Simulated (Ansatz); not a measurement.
`[OH][In]([Cl])[O][SiH3]` and `[CH3][In]([OH])[Cl]` differ in one atom or group.

Ansatz, PBE0-D4/def2-TZVP geometries, multiplicity 1. Each molecule was computed in one conformer, which needn't be the lowest.

Elements past krypton have def2 core potentials.

```json
{"property": "size of the dipole moment (PBE/def2-TZVPP) / D", "`[OH][In]([Cl])[O][SiH3]`": "1.30"}
{"property": "HOMO–LUMO gap (B3LYP/def2-TZVPP) / eV", "`[OH][In]([Cl])[O][SiH3]`": "5.72"}
{"property": "HOMO energy (B3LYP/def2-TZVPP) / eV", "`[OH][In]([Cl])[O][SiH3]`": "-8.50"}
{"property": "size of the dipole moment (B3LYP/def2-TZVPP) / D", "`[OH][In]([Cl])[O][SiH3]`": "1.36"}
{"property": "HOMO energy (ωB97M-V/def2-TZVPP) / eV", "`[OH][In]([Cl])[O][SiH3]`": "-11.04"}
{"property": "LUMO energy (ωB97M-V/def2-TZVPP) / eV", "`[OH][In]([Cl])[O][SiH3]`": "-0.53"}
```

Task: What does the change do to each property? (Best estimate.)

Result: The calculation gave: 
```tsv
property	`[CH3][In]([OH])[Cl]`	shift
size of the dipole moment (PBE/def2-TZVPP) / D	4.38	3.08
HOMO–LUMO gap (B3LYP/def2-TZVPP) / eV	6.33	0.61
HOMO energy (B3LYP/def2-TZVPP) / eV	-7.95	0.55
size of the dipole moment (B3LYP/def2-TZVPP) / D	4.54	3.18
HOMO energy (ωB97M-V/def2-TZVPP) / eV	-10.43	0.61
LUMO energy (ωB97M-V/def2-TZVPP) / eV	0.41	0.94
```

With PBE0 the HOMO rises by 0.51 eV and the LUMO rises by 1.17 eV, so the gap widens by about 0.66 eV. PBE moves the HOMO by 0.38 eV and ωB97M-V by 0.61 eV. Dipoles are sizes alone; their direction can turn.

B3LYP here is the variant with VWN-RPA as its local correlation; programs differ in this.
